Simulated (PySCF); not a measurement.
PySCF job for C5H4BF, SMILES B1(F)C=C[C@H]1C#C, PBE/pcSseg-1. Geometry optimised at B3LYP-D3(BJ)/def2-SVP. The structure was generated by enumeration; whether it is a known compound was not checked.

```python
import numpy as np
from pyscf import gto, scf, dft
from pyscf.prop.nmr import rks as nmr

mol = gto.M(
    atom='''
    C     2.33112186   -1.32281978   -0.52934610
    C     1.26775859   -1.00367567   -0.04088291
    C    -0.01169589   -0.59801795    0.51565450
    C    -1.26057848   -0.82164545   -0.35954673
    C    -1.77100451    0.43222025   -0.45325403
    B    -0.51716672    0.92748434    0.29247853
    F     0.04156622    2.09296535    0.54728286
    H     3.27498195   -1.60438968   -0.95569798
    H    -0.13688147   -0.98841836    1.54156514
    H    -1.58838399   -1.77101593   -0.80380436
    H    -2.67158819    0.77334576   -0.96574942
    ''',
    basis='pcSseg-1',
    charge=0,
    spin=0,
    max_memory=1600,
    verbose=3,
)
mf = dft.RKS(mol, xc='pbe')
mf.grids.level = 3
mf.conv_tol = 1e-10
mf.max_cycle = 100
mf.kernel()
n = nmr.NMR(mf)
n.verbose = 2
n.max_cycle_cphf = 60
sigma = n.kernel()
print('atom   isotropic/ppm   span/ppm')
for i, s in enumerate(sigma):
    w = np.linalg.eigvalsh((s + s.T) / 2)
    print(f'{mol.atom_symbol(i):2s}{i + 1:3d} {w.mean():14.3f} {w[2] - w[0]:11.3f}')
```

Log of the run:

```
converged SCF energy = -317.157912217311
atom   isotropic/ppm   span/ppm
C   1        105.779     204.133
C   2         95.200     295.216
C   3        145.442      40.138
C   4         -2.178     283.630
C   5         33.568     206.706
B   6         55.081      62.003
F   7        197.312     331.630
H   8         29.286      13.872
H   9         27.992       8.169
H  10         22.710       5.943
H  11         24.957       2.383
```

The calculation finished and met its thresholds.

Cost: about 30 core-seconds (a rough figure).
